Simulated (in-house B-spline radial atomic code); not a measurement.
How numerical settings move a run on Sc IV (Sc3+), [Ne] 3s2 3p6. Computed with an all-electron radial atomic-structure program (B-spline basis): Dirac-Kohn-Sham PBE, spherical fractional occupations, Fermi nucleus of rms radius 3.5459 fm.

Command:
```bash
python run_scf.py task.json out
```
Settings of the sound reference run:
```
Z                21
electrons        18
configuration    [Ne] 3s2 3p6
hamiltonian      dirac
method           pbe,pbe
spin_polarised   False
nucleus          fermi
rms_radius       3.5459
mass_number      45
atomic_mass      44.95591
speed_of_light   137.036
knot_spacing     0.22
spline_order     8
gauss_points     12
box_radius       16.22
max_iterations   70
damping          0.5
damped_steps     3
diis_vectors     10
tolerance        1e-08
start            Thomas-Fermi
```

Run time, properties included: 0.99 s on 1 thread of Arm Neoverse V1, on a shared host.

It converges in 9 iterations to -762.424633 hartree, with 3p3/2 at -64.4155 eV. The other runs change the listed settings, some to values that make no sense; their results aren't properties of the atom or ion. Radii are in bohr (the nuclear one in fm), a minus after a letter asks for a j subshell, and «unchanged» means within 1e-8 hartree. The run stops when the residual is below 10 × tolerance × max(1, Z/10), or a noise floor if that is larger, and the energy moves by less than 1e-8 × √|E| hartree; so very loose and very tight tolerances often act alike.

```tsv
changed settings	outcome
first_knot = 4.76e-05, max_iterations = 100, start = bare nucleus	converged in 9 iterations, energy +2.31e-06 hartree from the reference, 3p3/2 level +3.6e-06 eV
electrons = 21, configuration = [Ne] 3s2 3p6 4s3, max_iterations = 50	stopped with error: shell 4s holds at most 2 electrons
knot_spacing = 0.15, box_radius = 2.43, first_knot = 4.76e-06, max_iterations = 60, damping = 0.8	converged in 8 iterations, energy +4.56e-01 hartree from the reference, 3p3/2 level +5.4e+00 eV (the program warns: 3p3/2 reaches the box edge; 3s1/2 reaches the box edge)
first_knot = 0.143	converged in 9 iterations, energy +1.82e+00 hartree from the reference, 3p3/2 level +6.1e-01 eV
box_radius = 64.88	converged in 9 iterations, energy unchanged
electrons = 19, configuration = [Ne] 3s2 3p7, max_iterations = 75	stopped with error: shell 3p holds at most 6 electrons
first_knot = 0.0143	converged in 9 iterations, energy +7.21e-03 hartree from the reference, 3p3/2 level +1.4e-03 eV
first_knot = 4.76e-06	converged in 10 iterations, energy +4.89e-07 hartree from the reference, 3p3/2 level +1.9e-05 eV
box_radius = 8.11, max_iterations = 2	not converged after 2 iterations, last residual 2.1e-01, last energy +1.10e+00 hartree from the reference
tolerance = 1e-06	converged in 8 iterations, energy unchanged, 3p3/2 level +2.5e-05 eV
box_radius = 3.24	converged in 8 iterations, energy +2.92e-02 hartree from the reference, 3p3/2 level +5.8e-01 eV (the program warns: 3p3/2 reaches the box edge; 3s1/2 reaches the box edge)
first_knot = 0.00476	converged in 9 iterations, energy -5.30e-04 hartree from the reference, 3p3/2 level +1.6e-04 eV
box_radius = 1.62	converged in 8 iterations, energy +6.69e+00 hartree from the reference, 3p3/2 level +4.5e+01 eV (the program warns: 3p3/2 reaches the box edge; 2s1/2 reaches the box edge)
box_radius = 0.97	converged in 7 iterations, energy +6.79e+01 hartree from the reference, 3p3/2 level +3.1e+02 eV (the program warns: 3p3/2 has a positive eigenvalue: unbound, held by the box; 3s1/2 has a positive eigenvalue: unbound, held by the box)
first_knot = 4.76e-05	converged in 9 iterations, energy +2.31e-06 hartree from the reference, 3p3/2 level +5.1e-06 eV
box_radius = 0.65	converged in 7 iterations, energy +2.75e+02 hartree from the reference, 3p3/2 level +1.0e+03 eV (the program warns: 3p3/2 has a positive eigenvalue: unbound, held by the box; 3s1/2 has a positive eigenvalue: unbound, held by the box)
```

What happens with box_radius = 8.11?

Converged in 9 iterations, energy -1.96e-08 hartree from the reference, 3p3/2 level -1.4e-06 eV.

What happens with spline_order = 5, box_radius = 4.87, first_knot = 0.143, max_iterations = 60?

Converged in 9 iterations, energy +1.57e+01 hartree from the reference, 3p3/2 level +5.4e+00 eV (the program warns: 3p3/2 reaches the box edge; 3s1/2 reaches the box edge).

What happens with first_knot = 0.0476?

Converged in 9 iterations, energy +1.19e-01 hartree from the reference, 3p3/2 level +2.8e-02 eV.

What happens with first_knot = 0.000476?

Converged in 9 iterations, energy -5.75e-05 hartree from the reference, 3p3/2 level +1.7e-05 eV.
